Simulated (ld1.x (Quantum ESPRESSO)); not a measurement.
**Ranking TM potentials for zinc**

All share these settings but for the change named:

Zn (Z = 30), norm-conserving Troullier–Martins (Kleinman–Bylander form), made with ld1.x (Quantum ESPRESSO) 7.5 (PBEsol, scalar-relativistic). Core [Ar], reference 3d10 4s1 4p1. Waves: 4p (bound): rc 2.80 bohr; 3d (bound): rc 1.00 bohr; 4s (bound): rc 1.80 bohr. Local part: the s channel. Core correction: Bessel-smoothed model core, default radius (core density twice the valence density).

Cutoff: the first of the cutoffs (Ry, on a coarse ladder) from which the occupation-weighted sum of valence levels, in a spherical-Bessel basis at the reference potential, stays within 10 and 1 mRy of its value at 400 Ry; the density cutoff is not measured.

The base gives 230 Ry.

Of 5 variants that were run, those that failed, showed a ghost or another fault, or gave nearly equal values are left out.

(1) Rank these variants from softest to hardest (loose cutoff).
A. all radii but the core radius scaled by about 1.16 (s 2.08, p 3.24, d 1.16 bohr)
B. all radii but the core radius scaled by about 0.89 (s 1.60, p 2.48, d 0.88 bohr)
C. all radii but the core radius scaled by about 1.39 (s 2.50, p 3.90, d 1.40 bohr)

Answers

(1) C (140 Ry), A (200 Ry), B (300 Ry).
